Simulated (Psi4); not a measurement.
Psi4 input (wB97X-D/6-311+G**):

```
memory 1500 MB

molecule {
0 1
C     1.71048900   -0.96162300   -0.02968500
O     0.92219700    0.15135800    0.36996500
B    -0.39421000    0.28175900    0.04148100
C    -1.13475900   -0.81634000   -0.81910400
C    -1.12120500    1.57345300    0.56362100
H     1.31278300   -1.89431800    0.37683700
H     1.75648100   -1.04420500   -1.11795200
H     2.71668500   -0.80768700    0.35665500
H    -2.18145700   -0.57355600   -1.00376200
H    -1.10183000   -1.79487400   -0.32751800
H    -0.64862300   -0.95537500   -1.79090800
H    -1.98408300    1.30266600    1.18186000
H    -1.53209600    2.14552600   -0.27549200
H    -0.47153300    2.22922700    1.14416000
symmetry c1
no_reorient
no_com
}

set {
  basis 6-311+G**
  reference rks
  scf_type df
  df_basis_scf def2-universal-jkfit
  dft_radial_points 99
  dft_spherical_points 590
  e_convergence 1e-8
  d_convergence 1e-7
  maxiter 150
}

e = energy('wb97x-d')
print_out(f'\nFINAL {e:.10f} DIPOLE {variable("CURRENT DIPOLE")[0]:.6f} {variable("CURRENT DIPOLE")[1]:.6f} {variable("CURRENT DIPOLE")[2]:.6f}\n')
```

From the output:

```
      81A      1.080733    82A      1.081817    83A      1.163673
      84A      1.201168    85A      1.236849    86A      1.278151
      87A      1.332487    88A      1.338865    89A      1.372907
      90A      1.410327    91A      1.415866    92A      1.525364
      93A      1.528710    94A      1.556599    95A      1.564798
      96A      1.609888    97A      1.630070    98A      1.639270
      99A      1.681781   100A      1.697907   101A      1.698918
     102A      1.742109   103A      1.760355   104A      1.766916
     105A      1.767563   106A      1.811477   107A      1.841125
     108A      1.843948   109A      1.879044   110A      1.918616
     111A      1.978688   112A      2.063018   113A      2.071344
     114A      2.125126   115A      2.202320   116A      2.212122
     117A      2.213592   118A      2.268858   119A      2.344782
     120A      2.364469   121A      2.364642   122A      2.437103
     123A      2.477844   124A      2.512931   125A      2.519487
     126A      2.550058   127A      2.562076   128A      2.568373
     129A      2.585446   130A      2.587575   131A      2.635740
     132A      2.643434   133A      2.664453   134A      2.672090
     135A      2.689667   136A      2.711741   137A      2.727169
     138A      2.800736   139A      2.817631   140A      2.952387
     141A      3.036434   142A      3.082671   143A      3.111260
     144A      3.193756   145A      3.303981   146A      3.378317
     147A      3.608062   148A      3.788491   149A      3.840834
     150A      3.853634   151A      3.886986   152A      3.896072
     153A      3.914309   154A      3.969637   155A      4.037873
     156A      4.217648   157A      5.106343   158A      5.366084
     159A      5.723733   160A     14.825124   161A     24.049728
     162A     24.132648   163A     24.171002   164A     50.047406

    Final Occupation by Irrep:
              A
    DOCC [    20 ]
    NA   [    20 ]
    NB   [    20 ]

  @DF-RKS Final Energy:  -219.86343658703990

   => Energetics <=

    Nuclear Repulsion Energy =            171.5205947930147374
    One-Electron Energy =                -636.4402909630188105
    Two-Electron Energy =                 267.1344600351620784
    DFT Exchange-Correlation Energy =     -22.0724309641734919
    Empirical Dispersion Energy =          -0.0057694880244134
    VV10 Nonlocal Energy =                  0.0000000000000000
    Total Energy =                       -219.8634365870398710

Computation Completed

Properties will be evaluated at   0.000000,   0.000000,   0.000000 [a0]

Properties computed using the SCF density matrix

 Multipole Moments:

 ------------------------------------------------------------------------------------
     Multipole            Electronic (a.u.)      Nuclear  (a.u.)        Total (a.u.)
 ------------------------------------------------------------------------------------

 L = 1.  Multiply by 2.5417464519 to convert [e a0] to [Debye]
 Dipole X            :          0.1110624            0.0000057            0.1110680
 Dipole Y            :         -0.5215972            0.0000057           -0.5215915
 Dipole Z            :         -0.2662934           -0.0000057           -0.2662991
 Magnitude           :                                                    0.5960780

 ------------------------------------------------------------------------------------

FINAL -219.8634365870 DIPOLE 0.111068 -0.521592 -0.266299

*** Psi4 exiting successfully. Buy a developer a beer!
```

The geometry given is a B3LYP-D3(BJ)/def2-TZVP minimum.
